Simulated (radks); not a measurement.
Spherical jellium clusters: N electrons in a uniform positive sphere of charge N and radius rs N^(1/3), rs = 2.08 bohr. Calculated with a radial shooting solver with Libxc functionals: non-relativistic Kohn-Sham, LDA (Slater exchange, Perdew-Wang correlation), spin-polarised, spherical densities. Levels are named by radial order and angular momentum (1s, 1p, 1d, 2s, ...), and open shells are averaged over m.

N = 22, configuration 1s2 1p6 1d10 2s2 1f(up 2, down 0). This is the lowest configuration that the search found. Occupied and some empty levels:

| level | occupation | eigenvalue (eV) | <r> (bohr) |
|---|---|---|---|
| 1s up | 1 | -12.051 | 3.528 |
| 1s down | 1 | -11.923 | 3.483 |
| 1p up | 3 | -9.2243 | 4.336 |
| 1p down | 3 | -9.0233 | 4.307 |
| 1d up | 5 | -5.9197 | 5.005 |
| 1d down | 5 | -5.6759 | 4.993 |
| 2s up | 1 | -4.9851 | 4.644 |
| 2s down | 1 | -4.8215 | 4.661 |
| 1f up | 2 | -2.3842 | 5.791 |
| 1f down | 0 | -2.1287 | 5.816 |
| 2p up | 0 | -1.8734 | 6.584 |
| 2p down | 0 | -1.7234 | 6.667 |
| 2d up | 0 | -0.027323 | 11.46 |

Energy (eV): total -7.17637, kinetic 120.39, external -2600.9, Hartree 1252.6, exchange-correlation -135.13, background 1355.8.

Electron density:

| r (bohr) | n(r) (e/bohr^3) |
|---|---|
| 0.199 | 0.03313 |
| 0.700 | 0.03156 |
| 1.20 | 0.02896 |
| 1.70 | 0.02652 |
| 2.20 | 0.02525 |
| 2.70 | 0.02541 |
| 3.20 | 0.02633 |
| 3.70 | 0.02669 |
| 4.20 | 0.02527 |
| 4.70 | 0.02160 |
| 5.20 | 0.01638 |
| 5.71 | 0.01097 |
| 6.21 | 0.006647 |
| 6.71 | 0.003776 |
| 7.21 | 0.002068 |
| 7.71 | 0.001106 |
| 8.21 | 0.0005850 |
| 8.71 | 0.0003069 |
| 9.21 | 0.0001609 |
| 9.71 | 0.00008424 |
